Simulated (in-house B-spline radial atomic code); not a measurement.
LDA exchange-only excitations of Ca III (Ca2+)

Method: LDA exchange-only. Computed with a B-spline radial code for spherical atoms: linear response of the closed shell [Ne] 3s2 3p6 with the functional's adiabatic kernel; non-relativistic, point nucleus, no spin-orbit coupling, no double excitations, S, P, D and F terms only. Only terms of natural parity with L up to 3 were computed.

Command:
```bash
python run_td.py task.json out
```
Settings (radii: box in bohr, nucleus in fm):
```
Z                        20
electrons                18
configuration            [Ne] 3s2 3p6
hamiltonian              nr
method                   lda,
box_radius               29.48
intervals                54
```

Cost of the run: 0.5 s on 1 thread of Arm Neoverse N1, with other jobs on the host.

The lowest states, in the order of their Tamm-Dancoff energies; the method's threshold (minus the highest occupied level) is 41.48 eV. Labels give the largest channel, * marks a mixed state, and oscillator strengths are full-response dipole values. Semilocal kernels can invert the small singlet-triplet splittings of Rydberg terms. Energies in eV:

```json
{"state": "3p → 3d 3P", "full response": "24.466", "Tamm-Dancoff": "24.575", "oscillator strength": "-"}
{"state": "3p → 3d 3F", "full response": "25.209", "Tamm-Dancoff": "25.286", "oscillator strength": "-"}
{"state": "3p → 3d 1F", "full response": "27.347", "Tamm-Dancoff": "27.372", "oscillator strength": "-"}
{"state": "3p → 4s 3P", "full response": "?", "Tamm-Dancoff": "?", "oscillator strength": "-"}
{"state": "3p → 4s 1P", "full response": "28.003", "Tamm-Dancoff": "28.013", "oscillator strength": "0.445"}
{"state": "3p → 4p 3S", "full response": "?", "Tamm-Dancoff": "?", "oscillator strength": "-"}
{"state": "3p → 4p 3D", "full response": "31.22", "Tamm-Dancoff": "31.23", "oscillator strength": "-"}
{"state": "3p → 4p 1D", "full response": "31.51", "Tamm-Dancoff": "31.51", "oscillator strength": "-"}
{"state": "3p → 4p 1S", "full response": "32.70", "Tamm-Dancoff": "32.83", "oscillator strength": "-"}
{"state": "3p → 3d 1P", "full response": "32.79", "Tamm-Dancoff": "33.42", "oscillator strength": "2.82"}
```

(1) Where does 3p → 4s 3P lie?

(2) Where does 3p → 4p 3S lie?

(3) How large is the singlet-triplet splitting of 3p → 3d (F terms) in Tamm-Dancoff?

(4) What polarisabilities and dispersion coefficient does the method give?

Results:

(1) At 27.497 eV in full response, 27.511 eV in Tamm-Dancoff.

(2) At 30.73 eV in full response, 30.76 eV in Tamm-Dancoff.

(3) 2.09 eV, from the unrounded values.

(4) Dipole 3.412 bohr³, quadrupole 7.828 bohr⁵, C6 11.41 hartree·bohr⁶ for two such species.
